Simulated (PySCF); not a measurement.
**Working out the ionisation energy of Se²⁰⁺**

Se²⁰⁺ [Ne] 3s2 3p2 (3P) → Se²¹⁺ [Ne] 3s2 3p1 (2P). Calculation: PySCF 2.14, in an even-tempered Gaussian basis (17 s from 1.9 bohr⁻², ratio 2.5; 11 p from 2.4 bohr⁻², ratio 2.5; 5 d from 11 bohr⁻², ratio 2.7; 4 f from 17 bohr⁻², ratio 2.7); the non-relativistic Hamiltonian (point nucleus). Frozen: 1s2; the 18 highest virtual orbitals dropped. Energies in hartree (1 hartree = 27.21139 eV):

| part | Se²⁰⁺ (lower) | Se²¹⁺ (upper) |
| --- | --- | --- |
| UHF | -2165.816788 | -2135.083436 |
| MP2 opposite-spin | -0.342836 | -0.335403 |
| MP2 same-spin | -0.116328 | -0.103637 |

Problem. What does Hartree-Fock give?

Solution. (-2135.083436) − (-2165.816788) = 30.733352 hartree = 836.297 eV.

Problem. What do MP2 and SCS-MP2 (6/5 opposite-spin, 1/3 same-spin) give?

Solution. The opposite-spin parts differ by 0.202 eV and the same-spin parts by 0.345 eV. MP2: 836.297 + (0.202) + (0.345) = 836.844 eV. SCS-MP2: 836.297 + 1.2 × (0.202) + (0.345)/3 = 836.654 eV.

Reference: 845.8 ± 2 eV (semi-empirical (NIST evaluation); NIST Atomic Spectra Database, ionization energies), between the lowest levels; spin-orbit coupling is absent from the calculation.

The calculation is non-relativistic.

What remains against the reference includes basis incompleteness, the frozen core and correlation beyond second order.
